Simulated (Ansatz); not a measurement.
`CBCF` + H₂O → `OBCF` + CH₄ at 298.15 K and 1 bar (formal hydrolysis of a B–C bond).

Calculated with Ansatz (gas phase, PBE0-D4/def2-TZVP geometries, no zero-point term in ΔE). CBS: MP2 limit from def2 TZ/QZ plus the TZ coupled-cluster correction, frozen cores. This one scheme is used for every species. One conformer a species, not always the lowest.

```
species  CCSD(T)/CBS energy (Eh)  H − E (kJ/mol)  S (J/(mol·K))
 `CBCF`               -204.28650           221.9          308.8
    H₂O                -76.37941            66.4          188.7
 `OBCF`               -240.25532           166.1          292.9
    CH₄                -40.46206           127.4          186.2
```

H − E and S are ideal-gas, rigid-rotor, harmonic terms from PBE0-D4/def2-TZVP, for one conformer and one mirror image of each species. 1 Eh = 2625.50 kJ/mol, R = 8.31446 J/(mol·K).

By hand: ΔE, ΔH, ΔS and ΔG.

ΔE = (-240.25532) + (-40.46206) − (-204.28650) − (-76.37941) = -0.05147 Eh = -135.1 kJ/mol. Δ(H − E) = 166.1 + 127.4 − 221.9 − 66.4 = 5.2, so ΔH = -129.9 kJ/mol. ΔS = 292.9 + 186.2 − 308.8 − 188.7 = -18.4 J/(mol·K). ΔG = -129.9 − 298.15 × (-18.4)/1000 = -124.4 kJ/mol.

By hand: the equilibrium constant, and the temperature at which ΔG would vanish if ΔH and ΔS stayed fixed.

log₁₀ K = −ΔG/(RT ln 10) = 21.8. ΔG = 0 at ΔH/ΔS = 7060 K, far beyond where these terms or the molecules hold.

ΔH outweighs TΔS. A doubt of 5 kJ/mol in ΔE shifts log₁₀ K by 0.9 here. Other conformers and mirror images would add mixing entropy, several J/(mol·K) or more a flexible species. These are equilibria of isolated gas molecules and say nothing of rates. Largest T1 diagnostic: 0.012 (customary marks: 0.02 for closed shells, 0.045 for open ones).
